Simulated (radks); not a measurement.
Numerical settings for neutral silver, [Kr] 4d10 5s1. All-electron calculation, Dirac Kohn-Sham, BLYP, spin-unpolarised, spherical densities, finite nucleus; Fermi nuclear charge, rms radius 4.5454 fm. Program: a radial shooting solver on a logarithmic mesh with Libxc functionals. The defaults (mesh step 0.008 in ln r, mesh end at 40 bohr or more with all orbitals vanishing there, Anderson mixing 0.5 over 9 steps, residual threshold near 1e-9 with the energy settled to 1e-9 hartree or 1e-11 of itself, here a cap of 54 iterations) give E = -5317.7148 hartree and 5s1/2 at -4.454 eV in 16 iterations. Run on one thread of a shared host, so times are rough (Intel(R) Xeon(R) Platinum 8488C): 0.22 s of CPU time, 0.22 s wall, 16 iterations on 2437 mesh points. Changes against that run (0 stands for a change within the tolerance of the run):

setting                    iterations  converged  E (mhartree)  e(5s1/2) (meV)  CPU (s)
mesh step in ln r 0.02             16        yes             0               0     0.11
mesh step in ln r 0.12              2         no      diverged               -     0.01
mesh step in ln r 0.2               4         no      diverged               -     0.01
mesh end (bohr) 20                 16        yes             0               0     0.18
mesh end (bohr) 8                  16        yes         +2.48            +161     0.18
residual threshold 1e-13           54         no             0               0     0.36
residual threshold 0.001           11        yes             0          +0.213     0.13
mixing 0.05                        43        yes             0               0      0.4
linear mixing, mixing 0.5          31        yes             0               0     0.28
linear mixing, mixing 1            16         no      diverged               -     0.58
mixing history 2                   28        yes             0               0      0.3
iteration cap 3                     3         no         +3.24            -837     0.06

Settings that end as converged yet miss the energy by more than 1 mhartree: mesh end (bohr) 8 (+0.00248 hartree). A mesh that ends early acts as a hard wall.
